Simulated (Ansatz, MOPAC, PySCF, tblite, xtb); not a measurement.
Dissociation curve of MgH, doublet.

Methods: GFN2-xTB, 300 K electronic temperature (tblite); UHF/cc-pVDZ (PySCF); UKS-BLYP = PySCF with unrestricted BLYP/cc-pVDZ; UKS-r2SCAN = unrestricted r2SCAN/cc-pVDZ (PySCF); UKS-M06-2X = PySCF with unrestricted M06-2X/cc-pVDZ; UKS-PBE = Ansatz (an electronic-structure program) with unrestricted PBE/cc-pVDZ; UMP2 = MP2 on UHF/cc-pVDZ, 1 core orbital frozen (PySCF); UCCSD = PySCF with CCSD on UHF/cc-pVDZ, 1 core orbital frozen; UCCSD(T) = CCSD(T) on UHF/cc-pVDZ, 1 core orbital frozen (PySCF); CASSCF(3,3)/cc-pVDZ (PySCF); NEVPT2 = PySCF 2.14.0 with SC-NEVPT2 on CASSCF(3,3)/cc-pVDZ, all electrons correlated; PM6, unrestricted, heats of formation (MOPAC); GFN1-xTB (xtb); UKS-B3LYP/6-31G* = unrestricted B3LYP/6-31G*, spherical d in PySCF 2.14.0; UKS-LDA (SVWN5)/6-31G* = PySCF with unrestricted LDA (SVWN5)/6-31G*, spherical d; UKS-B3LYP/6-311+G** = unrestricted B3LYP/6-311+G**, spherical d in PySCF; UMP2/3-21G = unrestricted MP2 (frozen core)/3-21G in PySCF.

Minimum and curvature come from a quartic fit to the scan points round the minimum, the wavenumber from the most abundant isotopes. The energy at the longest distance isn't given for restricted levels, nor where a curve turns over.

```
method                  R at the minimum / Å  force constant / mdyn Å⁻¹  E(3.82 Å) − E(min) / kcal/mol  harmonic wavenumber / cm⁻¹
----------------------  --------------------  -------------------------  -----------------------------  --------------------------
GFN2-xTB                               1.845                      0.480                           43.4                         918
UHF                                    1.741                       1.31                           26.2                        1520
UKS-BLYP                               1.764                       1.06                           30.6                        1360
UKS-r2SCAN                             1.753                       1.16                           34.9                        1430
UKS-M06-2X                             1.748                       1.19                           29.9                        1440
UKS-PBE                                1.766                       1.09                           31.0                        1380
UMP2                                   1.734                       1.34                           28.7                        1530
UCCSD                                  1.744                       1.23                           27.7                        1470
UCCSD(T)                               1.745                       1.23                           27.9                        1470
CASSCF(3,3)                            1.768                       1.13                           27.9                        1410
NEVPT2                                 1.753                       1.19                           29.7                        1450
PM6                                    1.716                       2.65                           36.1                        2160
GFN1-xTB                               1.838                      0.630                           35.5                        1050
UKS-B3LYP/6-31G*                       1.756                       1.18                           32.2                        1440
UKS-LDA (SVWN5)/6-31G*                 1.770                       1.12                           34.5                        1400
UKS-B3LYP/6-311+G**                    1.748                       1.18                           32.2                        1440
UMP2/3-21G                             1.770                       1.29                           22.7                        1500
```

The scan ran from 1.41 to 6.96 Å; beyond the distances shown one of the unrestricted levels run for this scan, shown here or not, changes its spin distribution in one step. The unrestricted determinant behind UHF, UMP2, UCCSD, UCCSD(T), UMP2/3-21G is spin-contaminated at 2.38 to 3.11 Å (<S²> up to 0.9, against 0.75 for a pure doublet).
